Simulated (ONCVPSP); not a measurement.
# Pseudopotential generation for Be: ONCV, PBE, scalar-relativistic.

Input for ONCVPSP 4.0.1:

```
# ATOM AND REFERENCE CONFIGURATION
# atsym  z   nc   nv     iexc    psfile
  Be 4.00    1    1        4      upf
#
#   n    l    f
    1    0    2.00
    2    0    2.00
#
# PSEUDOPOTENTIAL AND OPTIMIZATION
# lmax
    2
#
#   l,   rc,      ep,       ncon, nbas, qcut
    0    1.95    0.00    3    7    2.80
    1    1.50    0.04    4    8    6.00
    2    1.55    0.24    4    8    6.70
#
# LOCAL POTENTIAL
# lloc, lpopt,  rc(5),   dvloc0
    4    4    1.30    0.00
#
# VANDERBILT-KLEINMAN-BYLANDER PROJECTORs
# l, nproj, debl
    0    2    1.00
    1    1    3.50
    2    3    1.10
#
# MODEL CORE CHARGE
# icmod, fcfact, rcfact
    3    5.50    1.60
#
# LOG DERIVATIVE ANALYSIS
# epsh1, epsh2, depsh
   -2.00    5.00    0.02
#
# OUTPUT GRID
# rlmax, drl
    6.00    0.01
#
# TEST CONFIGURATIONS
# ncnf
    4
# nvcnf
#   n    l    f
    1
    2    0    1.00
#
    1
    2    0    1.50
#
    2
    2    0    1.00
    2    1    1.00
#
    2
    2    0    0.00
    2    1    2.00
#
```

Command:

```bash
oncvpsp.x < Be.dat > Be.out
```

The program printed (shortened: citation, most of the input echo, consistency checks and plot data are left out):

```
ONCVPSP  (Optimized Norm-Conservinng Vanderbilt PSeudopotential)
scalar-relativistic version 4.0.1

#   n    l    f        energy (Ha)
    1    0    2.00    -3.9032592E+00
    2    0    2.00    -2.0615309E-01

Reference configufation results
  iterations    23
  all-electron total energy (Ha)   -1.46328711D+01

Begin loop to  construct optimized pseudo wave functions
and semi-local pseudopoentials for all angular momenta

   Wellstate for l =  0  n =  3
     eigenvalue =   0.7938
     asymptotic potential =   1.2938
     half-point radius =  3.7356

Calculating optimized projector #   1

 for l=   0

    Fraction of norm inside rc  0.317894
    Optimizing pswf for qcut=   2.80 a_B^-1,  ecut=   3.92 Ha
    Residual kinetic energy error=  1.42D-03 Ha

    Energy error per electron        Cutoff
         Ha          eV             Ha
         0.01000     0.27211        1.00
         0.00100     0.02721        4.38
         0.00010     0.00272       31.59
         0.00001     0.00027       52.92

Calculating optimized projector #   2

 for l=   0

    Fraction of norm inside rc  0.255218
    Optimizing pswf for qcut=   2.80 a_B^-1,  ecut=   3.92 Ha
    Residual kinetic energy error=  1.10D-02 Ha

    Energy error per electron        Cutoff
         Ha          eV             Ha
         0.01000     0.27211        3.88
         0.00100     0.02721        7.22
         0.00010     0.00272       22.35
         0.00001     0.00027       48.95

   Wellstate for l =  1  n =  2
     eigenvalue =   0.0400
     asymptotic potential =   0.5400
     half-point radius =  3.2701

Calculating optimized projector #   1

 for l=   1

    Fraction of norm inside rc  0.276066
    Optimizing pswf for qcut=   6.01 a_B^-1,  ecut=  18.04 Ha
    Residual kinetic energy error=  1.14D-04 Ha

    Energy error per electron        Cutoff
         Ha          eV             Ha
         0.01000     0.27211        7.85
         0.00100     0.02721       13.34
         0.00010     0.00272       18.76
         0.00001     0.00027       78.75

   Wellstate for l =  2  n =  3
     eigenvalue =   0.2400
     asymptotic potential =   0.7400
     half-point radius =  7.2985

   Wellstate for l =  2  n =  4
     eigenvalue =   1.3400
     asymptotic potential =   1.8400
     half-point radius =  4.3168

   Wellstate for l =  2  n =  5
     eigenvalue =   2.4400
     asymptotic potential =   2.9400
     half-point radius =  4.3028

Calculating optimized projector #   1

 for l=   2

    Fraction of norm inside rc  0.007997
    Optimizing pswf for qcut=   6.69 a_B^-1,  ecut=  22.40 Ha
    Residual kinetic energy error=  1.63D-07 Ha

    Energy error per electron        Cutoff
         Ha          eV             Ha
         0.01000     0.27211        1.16
         0.00100     0.02721        2.70
         0.00010     0.00272        6.00
         0.00001     0.00027       12.01

Calculating optimized projector #   2

 for l=   2

    Fraction of norm inside rc  0.086492
    Optimizing pswf for qcut=   6.69 a_B^-1,  ecut=  22.40 Ha
    Residual kinetic energy error=  4.51D-06 Ha

    Energy error per electron        Cutoff
         Ha          eV             Ha
         0.01000     0.27211        4.10
         0.00100     0.02721        8.73
         0.00010     0.00272       15.00
         0.00001     0.00027       20.65

Calculating optimized projector #   3

 for l=   2

    Fraction of norm inside rc  0.113399
    Optimizing pswf for qcut=   6.69 a_B^-1,  ecut=  22.40 Ha
    Residual kinetic energy error=  1.92D-05 Ha

    Energy error per electron        Cutoff
         Ha          eV             Ha
         0.01000     0.27211        6.09
         0.00100     0.02721       12.20
         0.00010     0.00272       18.51
         0.00001     0.00027       23.76

Construct Vanderbilt / Kleinmman-Bylander projectors

B matrix Hermiticity error, ll=   0
   1   2    2.4388E-05

  Orthonormal projector coefficients  2.1919E+00  8.2081E-01

B matrix Hermiticity error, ll=   2
   1   2    2.3554E-06
   1   3   -7.1548E-06
   2   3    1.5220E-05

  Orthonormal projector coefficients -2.7691E+01 -1.8547E+00 -3.9016E-01

Model core correction analysis
  based on d2Exc/dn_idn_j

d2excae - all-electron derivatives

   -4.636364D-02

d2excps - pseudofunction derivatives with no core correction

   -4.795775D-02

rms 2nd derivative error    1.594111E-03

rmatch, rhocmatch    1.0149    0.2815

Teter function model core charge with specified parameters

d2excps - pseudofunction derivatives with core correction

   -4.579226D-02

rms 2nd derivative error    5.713861E-04

Pseudoatom total energy   -1.013052

Diagnostic tests using Vanderbilt-Kleinman-Bylander pseudopotentials
  1 or more projectors used as specified by nproj input data

   l    rcore       rmatch      e in        delta e   norm test  slope test

   0   1.9597466   2.0192487  -0.2061531   0.0000354   1.0000682   0.9914784
   0   1.9597466   2.0192487   0.7938469   0.0000437   1.0001072   1.0001072

   1   1.5062212   1.5519534   0.0400000   0.0000018   1.0000006   1.0000006

   2   1.5519534   1.5990740   0.2400000   0.0000038   1.0000278   1.0000278
   2   1.5519534   1.5990740   1.3400000   0.0000170   1.0000517   1.0000517
   2   1.5519534   1.5990740   2.4400000   0.0000253   1.0000950   1.0000950

 Testing for bound ghosts
   n   l    E NL Schr. Eq   E Basis Diag.   E Cutoff

   1   0       -0.206118       -0.195966     48.55

   2   1       -0.074161        0.001217     97.14

 Testing for highly-localized positive-energy ghosts
       l    <radius>/rc     E Basis Diag.   E Cutoff

       2        0.807902       63.466407    182.41  WARNING - GHOST(+)

Test configuration 0

   n   l     f        eae           eps        diff
   1   0  2.0000   -3.90325919
   2   0  2.0000   -0.20615309   -0.20611767    3.54D-05

    Total energies and differences
      AE_ref= -1.46328711D+01  AE_tst= -1.46328711D+01  dif=  0.00D+00
      PS_ref= -1.01305167D+00  PS_tst= -1.01305167D+00  dif=  5.11D-15
      PSP excitation error= -5.11D-15

Test configuration 1

   n   l     f        eae           eps        diff
   1   0  2.0000   -4.32864212
   2   0  1.0000   -0.50348368   -0.50308155    4.02D-04

    Total energies and differences
      AE_ref= -1.46328711D+01  AE_tst= -1.42818952D+01  dif=  3.51D-01
      PS_ref= -1.01305167D+00  PS_tst= -6.62263819D-01  dif=  3.51D-01
      PSP excitation error=  1.88D-04

Test configuration 2

   n   l     f        eae           eps        diff
   1   0  2.0000   -4.10095771
   2   0  1.5000   -0.34904321   -0.34886834    1.75D-04

    Total energies and differences
      AE_ref= -1.46328711D+01  AE_tst= -1.44946650D+01  dif=  1.38D-01
      PS_ref= -1.01305167D+00  PS_tst= -8.74893684D-01  dif=  1.38D-01
      PSP excitation error=  4.81D-05

Test configuration 3

   n   l     f        eae           eps        diff
   1   0  2.0000   -3.95544474
   2   0  1.0000   -0.22655532   -0.22649587    5.95D-05
   2   1  1.0000   -0.09315356   -0.09319790   -4.43D-05

    Total energies and differences
      AE_ref= -1.46328711D+01  AE_tst= -1.45001177D+01  dif=  1.33D-01
      PS_ref= -1.01305167D+00  PS_tst= -8.80358029D-01  dif=  1.33D-01
      PSP excitation error=  5.98D-05

Test configuration 4

   n   l     f        eae           eps        diff
   1   0  2.0000   -4.00010063
   2   1  2.0000   -0.10800269   -0.10800678   -4.09D-06

    Total energies and differences
      AE_ref= -1.46328711D+01  AE_tst= -1.43663902D+01  dif=  2.66D-01
      PS_ref= -1.01305167D+00  PS_tst= -7.46786683D-01  dif=  2.66D-01
      PSP excitation error=  2.16D-04
```

The run took about 2.5 s on one core of a shared server CPU.
